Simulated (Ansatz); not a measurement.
`F[CH]([AlH2])[SiH3]` + `CC(=N)Cl` → `C/C(Cl)=N\[SiH3]` + `F[CH2][AlH2]`  (ligand exchange at the Si–C bond)

Isolated molecules relaxed with PBE0-D4/def2-TZVP in Ansatz; ΔE leaves out vibrations. CBS: MP2 limit from def2 TZ/QZ plus the TZ coupled-cluster correction, frozen cores. Functionals use def2-TZVPP. B3LYP here is the variant with VWN-RPA as its local correlation; programs differ in this. HSE06 is defined as in plane-wave codes. Each species was taken in one conformer, which may not be the lowest.

```tsv
level	ΔE (kJ/mol)	difference from CCSD(T)/CBS
LDA (SPW92)	-32.2	5.4
PBE-D4	-31.1	6.5
revPBE-D4	-32.3	5.3
BLYP-D4	-39.5	-1.9
r2SCAN-D4	-35.9	1.7
B97M-V	-38.5	-0.9
PBE0-D4	-35.3	2.3
B3LYP-D4	-42.1	-4.5
r2SCAN0-D4	-39.0	-1.4
HSE06-D4	-35.2	2.4
BHLYP-D4	-45.9	-8.3
CAM-B3LYP-D4	-43.1	-5.5
ωB97X-V	-37.2	0.4
B2PLYP	-42.1	-4.5
PBE-QIDH	-39.3	-1.7
PBE	-30.6	7.0
revPBE	-30.1	7.5
BLYP	-38.6	-1.0
r2SCAN	-35.5	2.1
B3LYP	-41.5	-3.9
r2SCANh	-36.8	0.8
r2SCAN0	-38.5	-0.9
HSE06	-34.7	2.9
CAM-B3LYP	-42.5	-4.9
LC-ωPBE	-35.5	2.1
RPA@PBE/def2-TZVPP	-34.8	2.8
HF/def2-SVP	-42.4	-4.8
MP2/def2-SVP	-33.0	4.6
CCSD/def2-SVP	-28.3	9.3
CCSD(T)/def2-SVP	-27.1	10.5
HF/def2-TZVPP	-51.3	-13.7
SCS-MP2/def2-TZVPP	-43.0	-5.4
CCSD/def2-TZVPP	-38.2	-0.6
CCSD(T)/def2-TZVPP	-36.5	1.1
HF/def2-QZVPP	-52.7	-15.1
MP2/def2-QZVPP	-43.9	-6.3
SCS-MP2/def2-QZVPP	-44.1	-6.5
HF/CBS(def2)	-52.9	-15.3
MP2/CBS(def2)	-43.9	-6.3
CCSD/CBS(def2)	-39.3	-1.7
CCSD(T)/CBS	-37.6	0
```

Largest T1 diagnostic among the species: 0.012.

Leaving LDA and LC-ωPBE aside and taking each functional with its dispersion term where it has one, the values spread over 14.7 kJ/mol, from BHLYP-D4 to PBE-D4. At CCSD(T), def2-SVP lies +10.5 kJ/mol from the extrapolated value and def2-TZVPP +1.1 kJ/mol. From PBE to PBE0 (25 % exact exchange), in def2-TZVPP and without D4, ΔE moves by −4.1 kJ/mol.
